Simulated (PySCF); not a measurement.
BBr⁺: from constants to spectrum

UHF-CCSD(T) constants of BBr⁺, ²Σ⁺ (doublet), unpaired electrons σ ↑ (PySCF, no relativity, basis sets B def2-TZVPPD, Br def2-TZVPPD; masses 11.0093 and 78.9183 u):

* ωe: 944.8 cm⁻¹
* ωexe: 5.35 cm⁻¹
* Be: 0.56601 cm⁻¹
* αe: 0.00410 cm⁻¹
* D (centrifugal): 8.13e-07 cm⁻¹
* De to B⁺ + Br: 3.05 eV

Q: Give the vibrational terms G(v) and spacings up to v = 6.

A: G(v) = ωe(v+½) − ωexe(v+½)².

| v | G(v) (cm⁻¹) | G(v) − G(v−1) | Bv (cm⁻¹) |
| --- | --- | --- | --- |
| 0 | 471 |  | 0.5640 |
| 1 | 1405 | 934 | 0.5599 |
| 2 | 2329 | 923 | 0.5558 |
| 3 | 3241 | 913 | 0.5517 |
| 4 | 4143 | 902 | 0.5476 |
| 5 | 5035 | 891 | 0.5435 |
| 6 | 5915 | 881 | 0.5394 |

Q: How well does the Morse estimate ωe²/(4ωexe) reproduce De, and what is D0?

A: It gives 5.17 eV, 170 % of the computed De. D0 = De − G(0) = 3.05 − 0.06 = 2.99 eV.

Correlated steps freeze 10 core orbitals. Spin–orbit coupling is left out. For an ion De counts to the pair picked by the measured ionisation energies or electron affinities, which need not be the lowest pair at this level. The state is the lowest determinant that a PBE0 search found; another state may lie lower at other levels.
